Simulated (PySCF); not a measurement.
**Input and output**

[NdCl2]+ (singlet in the valence; each metal's 4f electrons, 3 of them, lie in its core potential, out of spins and levels). PySCF 2.14.0, RKS revPBE, Nd lcecp-1-SVP with ECP49, Cl def2-SVP; non-relativistic Hamiltonian with scalar-relativistic core potentials where named; density fitting; no spin-orbit coupling. Purpose: level revPBE.

```python
mol = gto.M(atom='''
Nd    -0.00000     0.00000    -0.58493
Cl     1.96559    -0.00000     0.84521
Cl    -1.96559     0.00000     0.84521''',
    basis={'Nd': 'lcecp-1-SVP', 'Cl': 'def2-SVP'},
    ecp={'Nd': 'lcecp-1-SVP'},
    charge=1, spin=0)
mf = dft.RKS(mol, xc='PBE_R,PBE')
mf.grids.atom_grid = (75, 302)  # f atoms: unpruned, at least (60, 302)
mf = mf.density_fit()  # fitting sets: Nd AutoAux, Cl def2-universal-JKFIT
mf.conv_tol = 1e-08; mf.max_cycle = 55
mf.kernel(dm0)  # dm0: converged density of the relaxed state
mf.nuc_grad_method().kernel()
```

Run from Python with OMP_NUM_THREADS=2; the lines above give its settings. Where DIIS fails, smearing, a level shift and second-order steps follow.
It took 3.6 s on 2 threads of Intel(R) Xeon(R) Platinum 8488C (Sapphire Rapids) (shared host), from an already converged density.

(1) Where do the frontier levels lie, over both spins?

(2) What does the SCF print?

(3) What are the Mulliken charges and spins?

(4) What forces act on the atoms (eV/Å)?

The geometry was relaxed with PBE0 (Nd lcecp-1-SVP with ECP49, Cl def2-SVP).

An lcecp potential fixes the number of 4f electrons, so in runs with it no electron can move into or out of that shell.

Results:

(1) HOMO -12.32 eV, LUMO -8.48 eV. The 4f levels lie in the core potential and are missing.

(2) 
```
init E= -953.815732597651
cycle= 1 E= -953.813318216162  delta_E= 0.00241  |g|= 0.106  |ddm|= 0.269
cycle= 2 E= -953.793159831432  delta_E= 0.0202  |g|= 0.253  |ddm|= 0.512
cycle= 3 E= -953.817687827251  delta_E= -0.0245  |g|= 0.00741  |ddm|= 0.352
cycle= 4 E= -953.817710715932  delta_E= -2.29e-05  |g|= 0.00173  |ddm|= 0.0174
cycle= 5 E= -953.81771169389  delta_E= -9.78e-07  |g|= 0.000617  |ddm|= 0.00238
cycle= 6 E= -953.81771181556  delta_E= -1.22e-07  |g|= 8.29e-05  |ddm|= 0.000703
cycle= 7 E= -953.817711818109  delta_E= -2.55e-09  |g|= 1.34e-05  |ddm|= 0.0001
Extra cycle  E= -953.817711817827  delta_E= 2.81e-10  |g|= 3.03e-05  |ddm|= 6.05e-05
converged SCF energy = -953.817711817827
```

(3) 
```json
{"atom": "Nd1", "charge (e)": "1.196", "spin (e)": "0.000"}
{"atom": "Cl2", "charge (e)": "-0.098", "spin (e)": "0.000"}
{"atom": "Cl3", "charge (e)": "-0.098", "spin (e)": "0.000"}
```
The spin of the 4f electrons in the core isn't counted.

(4) 
```
Nd   0.00  0.00 -0.39
Cl   0.24  0.00  0.19
Cl  -0.24  0.00  0.19
```
Forces carry noise of the integration grid, about 0.01 to 0.03 eV/Å.
